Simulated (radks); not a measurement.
Ce IV, configuration [Kr] 4d10 4f1 5s2 5p5 5d1 (not the ground configuration). Method: scalar-relativistic Kohn-Sham, BLYP, spin-polarised, spherical densities, finite nucleus; open shells are filled with parallel spins first (spin-orbit coupling, left out, can overturn this in heavy ions); Fermi nuclear charge, rms radius 4.8771 fm; computed with a radial shooting solver on a logarithmic mesh with Libxc functionals.

Normalised radial functions P(r) = r R(r), r in bohr:

r	4f down	5d up	5d down
0.004239	0.0000	0.0001	0.0001
0.005653	0.0000	0.0002	0.0002
0.00754	0.0000	0.0005	0.0004
0.01006	0.0000	0.0010	0.0010
0.01341	0.0000	0.0022	0.0021
0.01789	0.0001	0.0047	0.0045
0.02386	0.0004	0.0097	0.0094
0.03182	0.0010	0.0196	0.0190
0.04245	0.0028	0.0377	0.0366
0.05661	0.0074	0.0684	0.0663
0.07551	0.0185	0.1143	0.1108
0.1015	0.0445	0.1729	0.1677
0.1354	0.0968	0.2210	0.2142
0.1806	0.1929	0.2213	0.2145
0.2409	0.3469	0.1304	0.1262
0.3213	0.5543	-0.0581	-0.0566
0.4285	0.7756	-0.2686	-0.2606
0.5715	0.9389	-0.3558	-0.3448
0.7622	0.9721	-0.2065	-0.1996
1.017	0.8641	0.1435	0.1402
1.356	0.6620	0.5220	0.5070
1.823	0.4254	0.7349	0.7167
2.431	0.2272	0.6779	0.6742
3.243	0.0952	0.4401	0.4577
4.325	0.0281	0.1907	0.2113
5.769	0.0050	0.0494	0.0587
7.694	0.0004	0.0066	0.0086

4f down (empty): eigenvalue -30.109 eV, 0 radial nodes, <r> = 1.04 bohr, 90 % of the charge inside 1.76 bohr. 5d up: eigenvalue -25.292 eV, 2 radial nodes at r = 0.297, 0.914 bohr, <r> = 2.29 bohr, 90 % of the charge inside 3.39 bohr. 5d down (empty): eigenvalue -23.920 eV, 2 radial nodes at r = 0.297, 0.913 bohr, <r> = 2.35 bohr, 90 % of the charge inside 3.50 bohr.
